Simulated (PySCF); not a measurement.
**Frontier levels across methods**

Compound: CH6N2Si.
Numbering: `[CH2:1]=[N:2][SiH2:3][NH2:4]` (hydrogens: H5, H6 on C1; H7, H8 on Si3; H9, H10 on N4)

Cartesian coordinates in Å at the PBE0-D3(BJ)/def2-SVP level; atoms count from 1:
```xyz
10
CH6N2Si angstrom
C      1.9405   -0.4721   -0.1909
N      0.8495   -0.0948   -0.6985
Si    -0.4713    0.6360    0.2166
N     -1.9772   -0.1768    0.0291
H      2.7327   -0.9250   -0.8184
H      2.1961   -0.3869    0.8901
H     -0.1424    0.6357    1.6812
H     -0.6084    2.0198   -0.3181
H     -2.1320   -1.0467    0.5267
H     -2.4173   -0.2059   -0.8842
```

Basis pcSseg-2 throughout (PySCF), one geometry. One conformer (not necessarily the lowest) at the PBE0-D3(BJ)/def2-SVP geometry, without solvent, vibrations or thermal averaging.

**Question.** How do the orbital energies, the gap and the dipole change with the method?

**Answer.** 
```
   method                    kind  HOMO (eV)  LUMO (eV)  gap (eV)  μ (D)  SCF cycles
    B97-2           global hybrid      -6.73      -0.94      5.79   1.34          14
     PBE0           global hybrid      -6.98      -0.89      6.09   1.35          14
 mPW1PW91           global hybrid      -7.02      -0.90      6.12   1.35          14
BHandHLYP           global hybrid      -8.33       0.27      8.60   1.44          12
CAM-B3LYP  range-separated hybrid      -8.40       0.28      8.68   1.40          13
  wB97X-D  range-separated hybrid      -8.88       0.97      9.85   1.41          14
  LC-wPBE  range-separated hybrid      -9.72       1.50     11.22   1.44          15
```

The HOMO spans 2.98 eV, from B97-2 down to LC-wPBE, and the gap runs from 5.79 eV (B97-2) to 11.22 eV (LC-wPBE). Over the methods B97-2 (21 %), PBE0 (25 %), mPW1PW91 (25 %), BHandHLYP (50 %), a straight line through the gap against the share of exact exchange rises by 0.99 eV for each 10 % (correlation coefficient 1.000). The dipole ranges from 1.34 D (B97-2) to 1.44 D (LC-wPBE). This basis has no diffuse functions.

The vertical ΔSCF ionisation energy at CAM-B3LYP/def2-SVPD is 9.25 eV; −ε(HOMO) comes closest to it with wB97X-D (8.88 eV).
